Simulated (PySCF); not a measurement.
Continuum solvent and chemical shifts

Numbering as in the mapped SMILES `[CH3:1][C:2](=[O:3])[SiH2:4][C:5](=[O:6])[N:7]([CH3:8])[CH3:9]`; H(Xn) means a hydrogen on atom n.

GIAO PBE0/pcSseg-1 in PySCF 2.14 on one PBE0-D3(BJ)/def2-SVP conformer, non-relativistic, equivalent nuclei averaged. Solvents enter as an IEF-PCM continuum (benzene with ε = 2.3, dimethylsulfoxide with ε = 46.8) around the gas-phase geometry. Shifts are referred to TMS computed in the same medium.

Gas phase, δ in ppm: C2 241.1, C5 176.9, C1 42.9, C8/C9 34.3, Si4 -65.7, H(Si4) 4.60, H(C8)/H(C9) 2.93, H(C1) 2.55. Dipole moment 1.24 D.

**Question.** How does each δ change in the continuum?

**Answer.** 
| atoms | environment | Δδ, benzene | Δδ, dimethylsulfoxide |
| --- | --- | --- | --- |
| C2 | carbonyl carbon | +3.1 | +6.8 |
| C5 | carbonyl carbon | +1.7 | +3.7 |
| C1 | methyl carbon α to a carbonyl | +1.0 | +2.2 |
| C8/C9 | methyl carbon bonded to N | +0.3 | +0.7 |
| Si4 | silicon bonded to 2 C, 2 H | +1.6 | +3.6 |
| H(Si4) | hydrogen on a silicon bonded to 2 C | 0.00 | -0.01 |
| H(C8)/H(C9) | hydrogen on a methyl carbon bonded to N | +0.04 | +0.08 |
| H(C1) | hydrogen on a methyl carbon α to a carbonyl | +0.09 | +0.19 |

Changes are relative to the gas phase. The dipole moment becomes 1.45 D in benzene, 1.74 D in dimethylsulfoxide.

**Question.** Which of the listed nuclei move most (in ppm), and what does the model miss? (N and O are left out, as their reference compounds move with the solvent too.)

**Answer.** C2 (carbonyl carbon, +6.8 ppm) in dimethylsulfoxide. A continuum only polarises the solute; specific hydrogen bonds, the anisotropy of aromatic solvents and changes of geometry or conformer are outside it.
